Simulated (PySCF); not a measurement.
C₅H₆O₂.
SMILES with atom numbers: `[CH3:1][O:2][C:3]1=[CH:4][CH2:5][C:6]1=[O:7]` (hydrogens: H8, H9, H10 on C1; H11 on C4; H12, H13 on C5)

Structure used (GFN2-xTB), in Å, numbered top down from 1:
```
atom  x, y, z in Å
C1     2.032    0.487    1.065
O2     1.153   -0.625    1.093
C3    -0.008   -0.458    0.446
C4    -1.078   -1.256    0.249
C5    -1.853   -0.239   -0.563
C6    -0.618    0.652   -0.326
O7    -0.309    1.766   -0.643
H8     2.911    0.187    1.632
H9     2.320    0.736    0.040
H10    1.574    1.364    1.529
H11   -1.321   -2.256    0.549
H12   -2.774    0.134   -0.117
H13   -2.036   -0.493   -1.607
```

The closed-shell SCF was solved with PySCF and density fitting under several settings on one GFN2-xTB geometry (grid level 2 and gas phase unless stated).

| settings | basis functions | SCF cycles | E (Eh) | HOMO (eV) | LUMO (eV) | dipole (D) |
| --- | --- | --- | --- | --- | --- | --- |
| PBE0/pcSseg-1 | 149 | 15 | -344.0927 | -7.02 | -1.40 | 1.55 |
| PBE0/def2-SVPD | 194 | 15 | -343.8990 | -7.11 | -1.51 | 1.85 |

Q: Estimate the rows for these settings: (1) B3LYP/6-31++G**, grid level 1, fitting basis def2-qzvpp-jkfit; (2) mPW1PW91/pcSseg-1, damping 0.3 at the start, DIIS from the seventh cycle, fitting basis def2-universal-jkfit.

A: 
```
                                                                                                    settings  basis functions  SCF cycles     E (Eh)  HOMO (eV)  LUMO (eV)  dipole (D)
                                               B3LYP/6-31++G**, grid level 1, fitting basis def2-qzvpp-jkfit              162          11  -344.5350      -6.81      -1.66        1.76
mPW1PW91/pcSseg-1, damping 0.3 at the start, DIIS from the seventh cycle, fitting basis def2-universal-jkfit              149          20  -344.3976      -7.06      -1.42        1.56
```

Q: Over all rows, what range does the HOMO–LUMO gap span?

A: From 5.15 eV (B3LYP/6-31++G**, grid level 1, fitting basis def2-qzvpp-jkfit) to 5.64 eV (mPW1PW91/pcSseg-1, damping 0.3 at the start, DIIS from the seventh cycle, fitting basis def2-universal-jkfit). The functional of the narrowest has 20 % exact exchange, that of the widest 25 % exact exchange.

Q: And the dipole moment?

A: From 1.55 D (PBE0/pcSseg-1) to 1.85 D (PBE0/def2-SVPD); the largest is 1.19 times the smallest, and the median is 1.66 D.

Q: Compare two rows with the functional PBE0: PBE0/pcSseg-1 and PBE0/def2-SVPD. Which energy is lower, and by how much?

A: PBE0/pcSseg-1 (149 functions) lies 0.1937 Eh or 122 kcal/mol below PBE0/def2-SVPD (194 functions). The smaller set gives the lower energy; the two sets aren't nested, so the variational bound doesn't order them by size.

Cycle counts include a coarse-grid stage where the run had one. All basis functions are spherical, in the Pople sets too.

One conformer stands for the species.
